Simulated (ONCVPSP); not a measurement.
Cs: one change to an ONCV potential, before and after

ONCVPSP 4.0.1 input, shortened (lines: element, Z, core and valence counts, functional; n l f; lmax; l rc ep ncon nbas qcut; lloc lpopt rc5 dvloc0; l nproj debl; icmod fcfact rcfact), LDA (Perdew-Zunger), scalar-relativistic:

```
  Cs 55.00    9    3        3      upf
    1    0    2.00
    2    0    2.00
    2    1    6.00
    3    0    2.00
    3    1    6.00
    3    2   10.00
    4    0    2.00
    4    1    6.00
    4    2   10.00
    5    0    2.00
    5    1    6.00
    6    0    1.00
    2
    0    2.55    0.00    4    8    5.20
    1    2.25    0.00    5   10    3.10
    2    1.90    0.03    4    7    5.60
    4    5    1.75    2.00
    0    2    2.70
    1    2    3.90
    2    1    1.80
    0    0.00    0.00
```

Change: p: nbas 9.

Cutoffs: the cutoffs (Ha) at which the residual kinetic energy of the hardest occupied pseudo-wave falls to 1 and 0.1 mHa per electron; they do not see the model core or the augmentation charge, which bear on the density cutoff. Errors are all-electron minus pseudo energies relative to the spin-unpolarised reference configuration.

Question: How do hardness, ghosts and transferability respond?

Answer: The potential gets neither clearly harder nor softer (23 Ha and 62 Ha → 27 Ha and 48 Ha); of the 4 tests that both files solve, the error grows in 1 and shrinks in 0 by more than 15 % and 0.3 meV (median size 0.5 → 0.4 meV); neither file shows a bound ghost.

| quantity | base | changed |
| --- | --- | --- |
| cutoff, loose | 23 Ha | 27 Ha |
| cutoff, tight | 62 Ha | 48 Ha |
| loose cutoff by channel | s 8.5 Ha, p 23 Ha | s 8.5 Ha, p 27 Ha |
| bound ghosts | none | none |
| GHOST(+) flags under 300 eV | s at 101.9 eV | s at 101.9 eV |
| error for 5s2 5p6 6s0, meV [ΔE 4.00 eV] | -0.1 | -0.1 |
| error for 5s2 5p6 6s0.5, meV [ΔE 1.55 eV] | 0.0 | 0.0 |
| error for 5s2 5p6 6s0 6p1, meV [ΔE 1.48 eV] | +0.8 | +0.7 |
| error for 5s1 5p6 6s1, meV [ΔE 31.88 eV] | -19 | -22 |
| s: phases at 2.58 bohr within 0.05 rad from the reference energy up to (Ha; the scan ends near 5) | 3.4 | 3.4 |
| p: phases at 2.29 bohr within 0.05 rad from the reference energy up to (Ha; the scan ends near 5) | to the end of the scan | to the end of the scan |
| d: phases at 1.93 bohr within 0.05 rad from the reference energy up to (Ha; the scan ends near 5) | 0.8 | 0.8 |
